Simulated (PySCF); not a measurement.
F3V, neutral, multiplicity 3. Atoms are numbered in the order given.

```xyz
4

V      0.0000     0.0000     0.0514
F      0.0000     0.0000     1.7774
F      0.0000     1.4232    -0.9544
F      0.0000    -1.4232    -0.9544
```
Charge 0, spin multiplicity 3.

Geometry optimised at PBE-D3(BJ)/def2-SVP. The multiplicity is an assumed one; other spin states were not compared.

Level of theory: PBE-D3(BJ)/def2-SVP run with PySCF.

Frequencies are harmonic and unscaled.

```csv
mode,ν (cm⁻¹),IR (km/mol),moving atoms (share of kinetic energy)
1,102,28.6,"F 78 %, V 22 %"
2,122,26.9,"V 53 %, F 47 %"
3,197,5.5,"F 88 %, V 12 %"
4,673,0.1,F 100 %
5,699,204.0,"F 69 %, V 31 %"
6,814,185.5,"F 59 %, V 41 %"
```
